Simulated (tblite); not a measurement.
Record of a relaxation.

Compound: C5H6ClFO2.
SMILES with atom numbers: `[CH3:1][C:2](=[O:3])/[CH:4]=[C:5](\[Cl:6])[O:7][CH2:8][F:9]` (hydrogens: H10, H11, H12 on C1; H13 on C4; H14, H15 on C8)

Computed with GFN2-xTB (tblite), gas phase: L-BFGS steps from a force-field or distance-geometry start until the largest atomic force falls under 0.01 eV/Å. 9 of its 119 geometries are shown.

Step 0: E = -846.6280 eV, largest atomic force 4.516 eV/Å
```
atom  x, y, z in Å  |  force x, y, z in eV/Å
C1     -2.872   -0.416   -0.230   -0.637  -0.033  -0.493
C2     -1.598    0.332   -0.132    0.106   3.700   2.187
O3     -1.562    1.453    0.482   -1.509  -3.843  -1.830
C4     -0.365   -0.228   -0.710   -1.508  -0.449   0.088
C5      0.734    0.475   -0.560    2.918   1.102   0.045
Cl6     0.708    2.038    0.273    1.760  -0.572  -0.630
O7      1.974    0.087   -1.061   -0.525   0.183   0.633
C8      2.994   -0.123   -0.064   -0.553   0.010  -0.191
F9      4.191   -0.518   -0.635   -1.686   0.421   0.534
H10    -3.749    0.211    0.070    0.854  -0.450  -0.338
H11    -2.948   -0.732   -1.286   -0.320  -0.089   0.550
H12    -2.845   -1.285    0.430    0.019  -0.022  -0.206
H13    -0.366   -1.191   -1.206   -0.059   0.227   0.088
H14     2.561   -0.916    0.599    0.887   0.145  -0.203
H15     3.138    0.821    0.502    0.252  -0.330  -0.234
```

Step 15: E = -847.4217 eV, largest atomic force 0.248 eV/Å
```
atom  x, y, z in Å  |  force x, y, z in eV/Å
C1     -2.870   -0.457   -0.289   -0.066  -0.086  -0.035
C2     -1.676    0.451   -0.104   -0.198  -0.078   0.034
O3     -1.762    1.480    0.523   -0.012   0.245   0.037
C4     -0.411   -0.053   -0.650   -0.066  -0.071   0.121
C5      0.787    0.528   -0.490   -0.103  -0.009  -0.197
Cl6     0.997    2.089    0.209   -0.021  -0.108   0.028
O7      1.889   -0.090   -0.960    0.088   0.011   0.190
C8      2.961   -0.169   -0.058    0.184   0.027   0.096
F9      4.072   -0.510   -0.737   -0.039  -0.035  -0.148
H10    -3.777    0.074   -0.004    0.086  -0.014  -0.023
H11    -2.962   -0.820   -1.308    0.081   0.106  -0.120
H12    -2.773   -1.335    0.347    0.099   0.038   0.088
H13    -0.412   -1.021   -1.122   -0.051  -0.087  -0.060
H14     2.779   -0.958    0.694    0.007   0.025  -0.056
H15     3.151    0.801    0.421    0.010   0.036   0.046
```

Step 30: E = -847.4865 eV, largest atomic force 0.312 eV/Å
```
atom  x, y, z in Å  |  force x, y, z in eV/Å
C1     -2.879   -0.446   -0.321    0.039   0.047   0.015
C2     -1.738    0.525   -0.125    0.102   0.083   0.012
O3     -1.843    1.626    0.368   -0.159  -0.246  -0.107
C4     -0.469   -0.063   -0.567    0.010  -0.045   0.016
C5      0.750    0.464   -0.381    0.052  -0.021   0.051
Cl6     0.982    2.003    0.346    0.045   0.026   0.054
O7      1.839   -0.204   -0.797   -0.062  -0.178  -0.110
C8      3.030   -0.171   -0.064   -0.020   0.028  -0.028
F9      4.035   -0.464   -0.916   -0.022  -0.038  -0.028
H10    -3.820    0.010   -0.035   -0.064  -0.013  -0.022
H11    -2.901   -0.773   -1.358   -0.111   0.124  -0.018
H12    -2.698   -1.336    0.280   -0.035   0.072   0.096
H13    -0.532   -1.038   -1.022    0.140  -0.014  -0.028
H14     3.014   -0.950    0.717    0.067   0.061  -0.034
H15     3.226    0.825    0.346    0.016   0.113   0.131
```

Step 44: E = -847.5441 eV, largest atomic force 0.174 eV/Å
```
atom  x, y, z in Å  |  force x, y, z in eV/Å
C1     -2.951   -0.402   -0.361    0.008  -0.035   0.016
C2     -1.759    0.515   -0.211   -0.008  -0.135  -0.051
O3     -1.860    1.684    0.080   -0.002   0.087   0.095
C4     -0.478   -0.158   -0.464    0.098   0.116  -0.085
C5      0.740    0.344   -0.190    0.013  -0.063  -0.051
Cl6     0.997    1.849    0.597   -0.106  -0.061  -0.041
O7      1.813   -0.395   -0.525    0.031  -0.034   0.112
C8      3.110   -0.129   -0.086   -0.016   0.013  -0.035
F9      3.933   -0.321   -1.146    0.026  -0.049   0.041
H10    -3.865    0.084   -0.027    0.103   0.049  -0.044
H11    -3.054   -0.683   -1.408   -0.010   0.020  -0.006
H12    -2.792   -1.310    0.215    0.004  -0.008   0.006
H13    -0.488   -1.123   -0.952   -0.077   0.056   0.117
H14     3.390   -0.848    0.699    0.064  -0.027  -0.097
H15     3.260    0.903    0.253   -0.127   0.071   0.022
```

Step 59: E = -847.6087 eV, largest atomic force 0.151 eV/Å
```
atom  x, y, z in Å  |  force x, y, z in eV/Å
C1     -2.944   -0.359   -0.419    0.003  -0.029   0.040
C2     -1.724    0.513   -0.259   -0.057  -0.019   0.063
O3     -1.798    1.675    0.068    0.034   0.052  -0.033
C4     -0.466   -0.211   -0.476    0.027   0.012   0.023
C5      0.741    0.236   -0.097    0.000  -0.016  -0.029
Cl6     0.953    1.793    0.588   -0.016   0.123   0.030
O7      1.810   -0.586   -0.138    0.108   0.021  -0.015
C8      3.113   -0.109   -0.070   -0.001  -0.079  -0.021
F9      3.689   -0.182   -1.309   -0.105   0.017   0.093
H10    -3.819    0.178   -0.056    0.015  -0.069  -0.134
H11    -3.070   -0.637   -1.464   -0.038   0.071   0.047
H12    -2.806   -1.271    0.157   -0.061  -0.026   0.002
H13    -0.527   -1.202   -0.895    0.039  -0.039   0.014
H14     3.686   -0.771    0.594   -0.002   0.019  -0.088
H15     3.158    0.940    0.250    0.054  -0.039   0.008
```

Step 74: E = -847.6591 eV, largest atomic force 0.249 eV/Å
```
atom  x, y, z in Å  |  force x, y, z in eV/Å
C1     -2.917   -0.361   -0.502   -0.057  -0.010  -0.006
C2     -1.712    0.502   -0.232   -0.061   0.145   0.013
O3     -1.794    1.696   -0.045    0.019  -0.051   0.053
C4     -0.451   -0.242   -0.252   -0.054  -0.011  -0.016
C5      0.750    0.246    0.083    0.026   0.027  -0.025
Cl6     1.000    1.874    0.558   -0.038   0.014   0.001
O7      1.808   -0.597    0.125   -0.015  -0.051   0.022
C8      3.081   -0.124   -0.104    0.119   0.168  -0.053
F9      3.297    0.019   -1.445   -0.042   0.044  -0.165
H10    -3.826    0.170   -0.237   -0.029   0.066  -0.057
H11    -2.931   -0.591   -1.566   -0.055  -0.036  -0.021
H12    -2.870   -1.292    0.053    0.059  -0.044   0.014
H13    -0.486   -1.276   -0.552   -0.012  -0.093   0.025
H14     3.785   -0.879    0.241    0.100  -0.165   0.158
H15     3.260    0.861    0.348    0.040  -0.002   0.054
```

Step 88: E = -847.6716 eV, largest atomic force 0.081 eV/Å
```
atom  x, y, z in Å  |  force x, y, z in eV/Å
C1     -2.920   -0.360   -0.532   -0.014   0.003   0.017
C2     -1.721    0.498   -0.211    0.008   0.074   0.031
O3     -1.803    1.682    0.030   -0.026  -0.071  -0.021
C4     -0.457   -0.248   -0.214    0.004  -0.016  -0.035
C5      0.750    0.257    0.081    0.005   0.009   0.041
Cl6     1.009    1.905    0.480   -0.035  -0.021  -0.030
O7      1.813   -0.579    0.151    0.059  -0.030  -0.033
C8      3.092   -0.122   -0.112   -0.011   0.000   0.074
F9      3.247    0.078   -1.452    0.032   0.017  -0.064
H10    -3.837    0.180   -0.312    0.011   0.021  -0.014
H11    -2.909   -0.619   -1.590    0.036   0.005   0.032
H12    -2.883   -1.278    0.049   -0.032  -0.005  -0.019
H13    -0.494   -1.297   -0.468   -0.001   0.021   0.027
H14     3.781   -0.919    0.186   -0.002  -0.020  -0.012
H15     3.326    0.830    0.384   -0.034   0.014   0.003
```

Step 103: E = -847.6831 eV, largest atomic force 0.013 eV/Å
```
atom  x, y, z in Å  |  force x, y, z in eV/Å
C1     -2.929   -0.344   -0.544    0.002   0.002   0.000
C2     -1.728    0.470   -0.130    0.002  -0.006  -0.007
O3     -1.807    1.638    0.177    0.002   0.010  -0.002
C4     -0.472   -0.290   -0.152    0.002   0.009   0.009
C5      0.750    0.232    0.034    0.000  -0.011  -0.007
Cl6     1.015    1.903    0.299    0.002   0.000   0.003
O7      1.824   -0.595    0.043    0.000  -0.001   0.003
C8      3.107   -0.106   -0.124   -0.002  -0.003  -0.001
F9      3.325    0.212   -1.434    0.001   0.011   0.000
H10    -3.831    0.255   -0.451   -0.006  -0.002   0.000
H11    -2.810   -0.659   -1.579    0.001  -0.009   0.001
H12    -3.012   -1.234    0.075    0.000   0.003   0.009
H13    -0.528   -1.351   -0.338   -0.001   0.002  -0.010
H14     3.790   -0.923    0.133   -0.001  -0.009  -0.002
H15     3.303    0.801    0.463   -0.001   0.005   0.005
```

Step 118: E = -847.6869 eV, largest atomic force 0.008 eV/Å
```
atom  x, y, z in Å  |  force x, y, z in eV/Å
C1     -2.942   -0.352   -0.503   -0.004  -0.001   0.000
C2     -1.725    0.476   -0.168   -0.002   0.006  -0.002
O3     -1.793    1.652    0.110   -0.002   0.002   0.000
C4     -0.473   -0.286   -0.215   -0.004  -0.005  -0.004
C5      0.753    0.226   -0.017    0.002   0.003   0.002
Cl6     1.024    1.881    0.321    0.000  -0.002  -0.005
O7      1.823   -0.604   -0.059    0.000   0.000   0.001
C8      3.113   -0.106   -0.113    0.002   0.007   0.004
F9      3.381    0.389   -1.357    0.003  -0.001   0.001
H10    -3.828    0.277   -0.507    0.002  -0.005   0.003
H11    -2.817   -0.817   -1.478   -0.001   0.004   0.007
H12    -3.060   -1.139    0.239    0.002   0.000  -0.006
H13    -0.534   -1.340   -0.435    0.003  -0.002   0.001
H14     3.782   -0.958    0.052    0.001  -0.001  -0.002
H15     3.291    0.709    0.601    0.000  -0.006   0.000
```

Question: Summarise the path.

Answer: The energy falls by 24.42 kcal/mol from step 0 to step 118; nine tenths of that is first reached at step 50. It never rises by more than 0.2 meV. The largest force goes from 4.516 to 0.008 eV/Å. Among the bonds C2=O3 changes most, from 1.279 to 1.210 Å; the atoms move by 0.711 Å rms after alignment.

Question: Follow the three bonds and two angles with the largest change from start to end.

Answer: 
```json
{"step": "0", "E above end (kcal/mol)": "24.42", "largest force (eV/Å)": "4.516", "C2=O3 (Å)": "1.279", "C5–Cl6 (Å)": "1.771", "O7–C8 (Å)": "1.442", "C2–C4–C5 (°)": "116.9", "C1–C2–C4 (°)": "120.1"}
{"step": "5", "E above end (kcal/mol)": "9.39", "largest force (eV/Å)": "0.449", "C2=O3 (Å)": "1.211", "C5–Cl6 (Å)": "1.721", "O7–C8 (Å)": "1.401", "C2–C4–C5 (°)": "120.4", "C1–C2–C4 (°)": "118.2"}
{"step": "10", "E above end (kcal/mol)": "7.33", "largest force (eV/Å)": "0.266", "C2=O3 (Å)": "1.213", "C5–Cl6 (Å)": "1.729", "O7–C8 (Å)": "1.411", "C2–C4–C5 (°)": "123.7", "C1–C2–C4 (°)": "116.8"}
{"step": "15", "E above end (kcal/mol)": "6.11", "largest force (eV/Å)": "0.248", "C2=O3 (Å)": "1.208", "C5–Cl6 (Å)": "1.724", "O7–C8 (Å)": "1.404", "C2–C4–C5 (°)": "125.3", "C1–C2–C4 (°)": "115.4"}
{"step": "21", "E above end (kcal/mol)": "5.36", "largest force (eV/Å)": "0.175", "C2=O3 (Å)": "1.209", "C5–Cl6 (Å)": "1.718", "O7–C8 (Å)": "1.401", "C2–C4–C5 (°)": "126.5", "C1–C2–C4 (°)": "112.6"}
{"step": "26", "E above end (kcal/mol)": "5.05", "largest force (eV/Å)": "0.137", "C2=O3 (Å)": "1.209", "C5–Cl6 (Å)": "1.723", "O7–C8 (Å)": "1.404", "C2–C4–C5 (°)": "125.5", "C1–C2–C4 (°)": "111.6"}
{"step": "31", "E above end (kcal/mol)": "4.44", "largest force (eV/Å)": "0.253", "C2=O3 (Å)": "1.211", "C5–Cl6 (Å)": "1.716", "O7–C8 (Å)": "1.399", "C2–C4–C5 (°)": "126.5", "C1–C2–C4 (°)": "110.9"}
{"step": "36", "E above end (kcal/mol)": "3.84", "largest force (eV/Å)": "0.198", "C2=O3 (Å)": "1.207", "C5–Cl6 (Å)": "1.723", "O7–C8 (Å)": "1.397", "C2–C4–C5 (°)": "126.6", "C1–C2–C4 (°)": "112.1"}
{"step": "41", "E above end (kcal/mol)": "3.60", "largest force (eV/Å)": "0.155", "C2=O3 (Å)": "1.209", "C5–Cl6 (Å)": "1.713", "O7–C8 (Å)": "1.395", "C2–C4–C5 (°)": "127.2", "C1–C2–C4 (°)": "112.4"}
{"step": "46", "E above end (kcal/mol)": "3.07", "largest force (eV/Å)": "0.190", "C2=O3 (Å)": "1.210", "C5–Cl6 (Å)": "1.722", "O7–C8 (Å)": "1.393", "C2–C4–C5 (°)": "125.0", "C1–C2–C4 (°)": "113.7"}
{"step": "51", "E above end (kcal/mol)": "2.31", "largest force (eV/Å)": "0.160", "C2=O3 (Å)": "1.209", "C5–Cl6 (Å)": "1.710", "O7–C8 (Å)": "1.390", "C2–C4–C5 (°)": "125.4", "C1–C2–C4 (°)": "113.9"}
{"step": "56", "E above end (kcal/mol)": "1.99", "largest force (eV/Å)": "0.210", "C2=O3 (Å)": "1.212", "C5–Cl6 (Å)": "1.726", "O7–C8 (Å)": "1.389", "C2–C4–C5 (°)": "124.7", "C1–C2–C4 (°)": "114.1"}
{"step": "62", "E above end (kcal/mol)": "1.63", "largest force (eV/Å)": "0.115", "C2=O3 (Å)": "1.209", "C5–Cl6 (Å)": "1.718", "O7–C8 (Å)": "1.388", "C2–C4–C5 (°)": "123.9", "C1–C2–C4 (°)": "112.7"}
{"step": "67", "E above end (kcal/mol)": "1.25", "largest force (eV/Å)": "0.202", "C2=O3 (Å)": "1.210", "C5–Cl6 (Å)": "1.721", "O7–C8 (Å)": "1.382", "C2–C4–C5 (°)": "124.7", "C1–C2–C4 (°)": "113.5"}
{"step": "72", "E above end (kcal/mol)": "0.78", "largest force (eV/Å)": "0.149", "C2=O3 (Å)": "1.209", "C5–Cl6 (Å)": "1.721", "O7–C8 (Å)": "1.385", "C2–C4–C5 (°)": "125.3", "C1–C2–C4 (°)": "113.1"}
{"step": "77", "E above end (kcal/mol)": "0.48", "largest force (eV/Å)": "0.097", "C2=O3 (Å)": "1.209", "C5–Cl6 (Å)": "1.714", "O7–C8 (Å)": "1.383", "C2–C4–C5 (°)": "125.5", "C1–C2–C4 (°)": "112.8"}
{"step": "82", "E above end (kcal/mol)": "0.41", "largest force (eV/Å)": "0.064", "C2=O3 (Å)": "1.209", "C5–Cl6 (Å)": "1.714", "O7–C8 (Å)": "1.382", "C2–C4–C5 (°)": "125.7", "C1–C2–C4 (°)": "113.5"}
{"step": "87", "E above end (kcal/mol)": "0.37", "largest force (eV/Å)": "0.065", "C2=O3 (Å)": "1.210", "C5–Cl6 (Å)": "1.715", "O7–C8 (Å)": "1.383", "C2–C4–C5 (°)": "125.5", "C1–C2–C4 (°)": "113.2"}
{"step": "92", "E above end (kcal/mol)": "0.17", "largest force (eV/Å)": "0.079", "C2=O3 (Å)": "1.210", "C5–Cl6 (Å)": "1.715", "O7–C8 (Å)": "1.384", "C2–C4–C5 (°)": "125.3", "C1–C2–C4 (°)": "113.5"}
{"step": "97", "E above end (kcal/mol)": "0.09", "largest force (eV/Å)": "0.032", "C2=O3 (Å)": "1.210", "C5–Cl6 (Å)": "1.713", "O7–C8 (Å)": "1.383", "C2–C4–C5 (°)": "125.3", "C1–C2–C4 (°)": "113.3"}
{"step": "103", "E above end (kcal/mol)": "0.09", "largest force (eV/Å)": "0.013", "C2=O3 (Å)": "1.210", "C5–Cl6 (Å)": "1.712", "O7–C8 (Å)": "1.383", "C2–C4–C5 (°)": "125.1", "C1–C2–C4 (°)": "113.4"}
{"step": "108", "E above end (kcal/mol)": "0.07", "largest force (eV/Å)": "0.043", "C2=O3 (Å)": "1.210", "C5–Cl6 (Å)": "1.714", "O7–C8 (Å)": "1.383", "C2–C4–C5 (°)": "125.3", "C1–C2–C4 (°)": "113.5"}
{"step": "113", "E above end (kcal/mol)": "0.01", "largest force (eV/Å)": "0.042", "C2=O3 (Å)": "1.210", "C5–Cl6 (Å)": "1.711", "O7–C8 (Å)": "1.383", "C2–C4–C5 (°)": "125.1", "C1–C2–C4 (°)": "113.4"}
{"step": "118", "E above end (kcal/mol)": "0.00", "largest force (eV/Å)": "0.008", "C2=O3 (Å)": "1.210", "C5–Cl6 (Å)": "1.711", "O7–C8 (Å)": "1.383", "C2–C4–C5 (°)": "125.2", "C1–C2–C4 (°)": "113.4"}
```

What follows is the cost of the whole relaxation. The run took 0.93 s wall on an Arm Neoverse V1 with one thread, shared host.
